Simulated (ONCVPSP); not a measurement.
## Cl: one change to an ONCV potential, before and after

| Property | Result |
| --- | --- |
| Element | chlorine |
| Generator | ONCVPSP 4.0.1 |
| Type | optimised norm-conserving Vanderbilt (ONCV) |
| Functional | Wu-Cohen |
| Relativity | scalar-relativistic |
| Frozen core | [Ne] |
| Valence charge | 7 |
| Reference configuration | 3s2 3p3 (charge +2) |
| Partial waves | 3s: rc 1.00 bohr, ncon 4, nbas 9, qcut 8 1/bohr, local; 3p: rc 1.50 bohr, ncon 5, nbas 8, qcut 5.6 1/bohr, 2 projectors, debl 1.4 Ha |
| Local potential | the s channel |
| Core correction | polynomial model core, fcfact 0.35 |

All-electron outer shells of the reference configuration (Wu-Cohen, scalar-relativistic, ld1.x):

```tsv
shell	level (eV)	outermost node (bohr)	outermost maximum (bohr)
2s	-280.26	0.12	0.36
2p	-219.61	–	0.30
3s	-44.87	0.55	1.24
3p	-31.67	0.53	1.36
```

Change: s: qcut 8.2.

Cutoffs: the cutoffs (Ha) at which the residual kinetic energy of the hardest occupied pseudo-wave falls to 1 and 0.1 mHa per electron; they do not see the model core or the augmentation charge, which bear on the density cutoff. Errors are all-electron minus pseudo energies relative to the spin-unpolarised reference configuration.

Question: What does the change do?

Answer: The potential gets softer (62 Ha and 229 Ha → 54 Ha and 226 Ha); the errors of the 4 common tests hardly move; neither file shows a bound ghost.

| quantity | base | changed |
| --- | --- | --- |
| cutoff, loose | 62 Ha | 54 Ha |
| cutoff, tight | 229 Ha | 226 Ha |
| loose cutoff by channel | s 62 Ha, p 14 Ha | s 54 Ha, p 14 Ha |
| bound ghosts | none | none |
| GHOST(+) flags under 300 eV | none | none |
| error for 3s2 3p5, meV [ΔE -39.28 eV] | +22 | +22 |
| error for 3s2 3p4, meV [ΔE -25.43 eV] | +9.7 | +9.8 |
| error for 3s2 3p2, meV [ΔE 38.31 eV] | +14 | +14 |
| error for 3s1 3p5, meV [ΔE -12.75 eV] | +9.0 | +9.0 |
| s: phases at 1.02 bohr within 0.05 rad from the reference energy up to (Ha; the scan ends near 5) | 0.6 | 0.5 |
| p: phases at 1.53 bohr within 0.05 rad from the reference energy up to (Ha; the scan ends near 5) | 4.1 | 4.1 |
| rms error of d²Exc/dni dnj with the model core, mHa | 0.30 | 0.29 |
